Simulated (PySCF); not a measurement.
CrHO, neutral, multiplicity 6. Atoms are numbered in the order given.

```xyz
3

Cr    -0.0082    -0.5112     0.0000
O      0.1150     1.3084     0.0000
H     -0.7239     1.8023     0.0000
```
Charge 0, spin multiplicity 6.

The structure is a stationary point at PBE-D3(BJ)/def2-TZVP. The multiplicity is an assumed one; other spin states were not compared.

Computed with M06-2X/def2-TZVPD (PySCF).

Mulliken values depend strongly on the basis, most of all with diffuse functions as here. ESP charges are fitted to the potential on shells at 1.4 to 2.0 van der Waals radii. Atomic charges (e):

| atom | ESP fit | Mulliken | Mulliken spin |
|---|---|---|---|
| Cr1 | ? | 0.76 | 5.00 |
| O2 | ? | -1.07 | -0.03 |
| H3 | ? | 0.31 | 0.03 |

Question: Some entries are withheld; supply them. (An estimate is asked for; the answer gives what the named calculation found.)

Answer: 
- Cr1, ESP fit: 0.41
- O2, ESP fit: -0.72
- H3, ESP fit: 0.31
